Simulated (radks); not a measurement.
Species: S+. Configuration: [Ne] 3s2 3p2 4s1 (not the ground configuration). Method: scalar-relativistic Kohn-Sham, r2SCAN, spin-unpolarised, spherical densities, finite nucleus; meta-GGA in the generalised Kohn-Sham scheme; Fermi nuclear charge, rms radius 3.2611 fm; computed with a radial shooting solver on a logarithmic mesh with Libxc functionals. Some entries of the table are withheld. Estimate them.

orbital,occ.,eigenvalue (eV),<r^2> (bohr^2)
1s,2,-2439.041,(1)
2s,2,-235.6046,(2)
2p,6,-178.3647,0.2430
3s,2,-33.5052,2.911
3p,2,-21.6154,3.776
4s,1,-7.2893,23.05

Answer. 
(1) 1s <r^2> (bohr^2): 0.01263
(2) 2s <r^2> (bohr^2): 0.2702
